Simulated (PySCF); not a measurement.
## Deuteron quadrupole couplings in `C=CO[SiH2]C(C)C`

Compound: C₅H₁₂OSi.
Structure used (GFN2-xTB), in Å, numbered top down from 1:
```
atom  x, y, z in Å
C1     3.6780   -0.6556    0.4567
C2     2.7660    0.2161    0.0637
O3     1.4506   -0.0718    0.0521
Si4    0.1748    0.8349   -0.3968
C5    -1.3066   -0.3113   -0.0893
C6    -2.5940    0.3617   -0.5512
C7    -1.4234   -0.7200    1.3781
H8     4.7207   -0.4020    0.4578
H9     3.4003   -1.6413    0.7845
H10    3.0296    1.2130   -0.2694
H11    0.1050    2.0570    0.4139
H12    0.2913    1.2190   -1.8087
H13   -1.1784   -1.2256   -0.6788
H14   -3.4500   -0.2959   -0.4039
H15   -2.5393    0.6211   -1.6057
H16   -2.7691    1.2758    0.0120
H17   -0.5136   -1.2122    1.7131
H18   -1.5938    0.1532    2.0051
H19   -2.2578   -1.4067    1.5201
```

Level: PBE0/pcSseg-1 (PySCF, non-relativistic); Q(2H) = 0.00286 b; rigid geometry, the same for H and D, with no vibrational averaging.

**Question.** Rank these positions by the coupling χzz of a deuteron there, largest first.
A. H13 (methine hydrogen)
B. H8 (vinylic hydrogen)
C. H11 (Si–H hydrogen)
D. H10 (vinylic hydrogen)

**Answer.** B (233 kHz), D (212 kHz), A (202 kHz), C (105 kHz).

**Question.** Give the electric field gradient Vzz (the principal value of largest size), its asymmetry and the 2H coupling at each hydrogen.

**Answer.** 
```
atom  bonded to  bond length (Å)  Vzz (au)     η  χzz (kHz)
  H8         C1            1.073    0.3469  0.08        233
  H9         C1            1.075    0.3432  0.06        231
 H10         C2            1.084    0.3148  0.12        212
 H11        Si4            1.468    0.1564  0.04        105
 H12        Si4            1.468    0.1562  0.04        105
 H13         C5            1.095    0.3011  0.02        202
 H14         C6            1.089    0.3124  0.02        210
 H15         C6            1.087    0.3157  0.02        212
 H16         C6            1.088    0.3137  0.02        211
 H17         C7            1.087    0.3137  0.01        211
 H18         C7            1.088    0.3132  0.03        210
 H19         C7            1.090    0.3120  0.02        210
```

**Question.** Average by the element that carries the hydrogen.

**Answer.** on C: 214 kHz over 10 positions, mean bond length 1.086 Å; on Si: 105 kHz over 2 positions, mean bond length 1.468 Å.

**Question.** How does χzz go with the bond length over the 10 C–H bonds?

**Answer.** A straight-line fit has a slope of -14.0 kHz for each 0.01 Å, with a correlation coefficient of -0.97, over lengths from 1.073 to 1.095 Å. The longer bonds have the smaller couplings here.

**Question.** A static deuteron (I = 1) shows a doublet split by (3/2)χ, (3/4)χ(1 + η) and (3/4)χ(1 − η) with the field along z, y and x of the gradient. What are these for H9?

**Answer.** With |χ| = 230.6 kHz and η = 0.063: 346, 184 and 162 kHz, to first order and without motion.

Isolated species at its GFN2-xTB geometry (one conformer only). GFN2-xTB bond lengths can be off by several hundredths of an ångström, more for odd bonds, and the gradients follow them. The small basis limits the accuracy of the gradients.
